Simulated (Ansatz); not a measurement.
`CC[Si]S` + CH₄ → `CC[Si]C` + H₂S at 600 K and 1 bar (formal exchange of groups at the Si–S bond).

Program: Ansatz. Geometries: PBE0-D4/def2-TZVP. ΔE: electronic, gas phase. CBS: MP2 limit from def2 TZ/QZ plus the TZ coupled-cluster correction, frozen cores. This one scheme is used for every species. One conformer a species, not always the lowest.

```json
{"species": "`CC[Si]S`", "CCSD(T)/CBS energy (Eh)": "-766.55965", "H − E (kJ/mol)": "251.4", "S (J/(mol·K))": "417.7"}
{"species": "CH₄", "CCSD(T)/CBS energy (Eh)": "-40.46206", "H − E (kJ/mol)": "140.4", "S (J/(mol·K))": "215.7"}
{"species": "`CC[Si]C`", "CCSD(T)/CBS energy (Eh)": "-408.00123", "H − E (kJ/mol)": "322.8", "S (J/(mol·K))": "425.5"}
{"species": "H₂S", "CCSD(T)/CBS energy (Eh)": "-398.97279", "H − E (kJ/mol)": "60.8", "S (J/(mol·K))": "230.9"}
```

H − E and S are ideal-gas, rigid-rotor, harmonic terms from PBE0-D4/def2-TZVP, for one conformer and one mirror image of each species. 1 Eh = 2625.50 kJ/mol, R = 8.31446 J/(mol·K).

Question: By hand: ΔE, ΔH, ΔS and ΔG.

Answer: ΔE = (-408.00123) + (-398.97279) − (-766.55965) − (-40.46206) = 0.04769 Eh = 125.2 kJ/mol. Δ(H − E) = 322.8 + 60.8 − 251.4 − 140.4 = -8.2, so ΔH = 117.0 kJ/mol. ΔS = 425.5 + 230.9 − 417.7 − 215.7 = 23.0 J/(mol·K). ΔG = 117.0 − 600 × (23.0)/1000 = 103.2 kJ/mol.

Question: By hand: the equilibrium constant, and the temperature at which ΔG would vanish if ΔH and ΔS stayed fixed.

Answer: log₁₀ K = −ΔG/(RT ln 10) = -9.0. ΔG = 0 at ΔH/ΔS = 5087 K, far beyond where these terms or the molecules hold.

ΔH outweighs TΔS. A doubt of 5 kJ/mol in ΔE shifts log₁₀ K by 0.4 here. Other conformers and mirror images would add mixing entropy, several J/(mol·K) or more a flexible species. Modes under 60 cm⁻¹, often nearly free rotors, make the harmonic entropy too high. These are equilibria of isolated gas molecules and say nothing of rates. Largest T1 diagnostic: 0.013 (customary marks: 0.02 for closed shells, 0.045 for open ones).
